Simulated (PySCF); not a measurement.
Species: C₃H₇OSSi (doublet state).
Geometry (GFN2-xTB, Å), atoms numbered from 1 in this order:
```xyz
13
C3H7OSSi angstrom
Si     2.7132    0.2337    0.3505
S      0.8436    1.1749    0.7893
C     -0.2217    0.4041   -0.4688
C     -1.7125    0.7203   -0.3491
O     -2.0309   -0.6715   -0.3037
C     -0.6556   -1.0431   -0.2329
H      3.1116    0.5121   -1.0201
H      2.6784   -1.1822    0.6774
H      0.2043    0.5992   -1.4520
H     -1.9866    1.2301    0.5792
H     -2.1730    1.2255   -1.2010
H     -0.3951   -1.4347    0.7561
H     -0.3800   -1.7680   -1.0037
```

The hyperfine couplings belong to this conformer and change with its torsions.

The species is `[SiH2]SC1COC1` [radical].

Method: UKS B3LYP, pcH-1 on C H O S Si, non-relativistic, mean-field spin-orbit, GIAO (PySCF 2.14.0). Isolated species at its GFN2-xTB geometry (one conformer only). Couplings are sensitive to structure, and on GFN2-xTB geometries they can be far from those on DFT ones, by a factor of two or more for some ions and for spin on atoms past the first row. Stability of the SCF solution: not tested.

Problem. Predict the first-order ENDOR lines of H7/H8, H11/H13 and H9 under fast tumbling at B = 1212.0 mT (Q band).

Solution. For S = 1/2 in fast tumbling each set of equivalent nuclei gives two lines, ν± = |νn ± a/2| to first order, with νn = g_N μN B/h and μN/h = 7.62259 MHz/T.

```
 nuclei  isotope     g_N  νn (MHz)  a_iso (MHz)  lower line (MHz)  upper line (MHz)
  H7/H8       1H  5.5857     51.60        40.00             31.61             71.60
H11/H13       1H  5.5857     51.60         1.57             50.82             52.39
     H9       1H  5.5857     51.60        -0.63             51.29             51.92
```

Problem. Which pairs are centred on the nuclear Larmor frequency, and which on half the coupling?

Solution. Centred on νn, since |a| < 2νn: H7/H8, H11/H13 and H9. No pair has |a| > 2νn.

Class means assume fast exchange of nuclei equivalent by connectivity; if that motion is slow, each nucleus keeps its own coupling. The 1H value of +40.0 MHz is a mean of couplings from 32.8 to 47.2 MHz in this one geometry, not an average over conformers.

Time: 68 s (with the writing of density and orbital grids); peak memory 0.92 GiB. Hardware: Arm Neoverse V1, one thread, shared host with 32 logical CPUs at a one-minute load of 27.
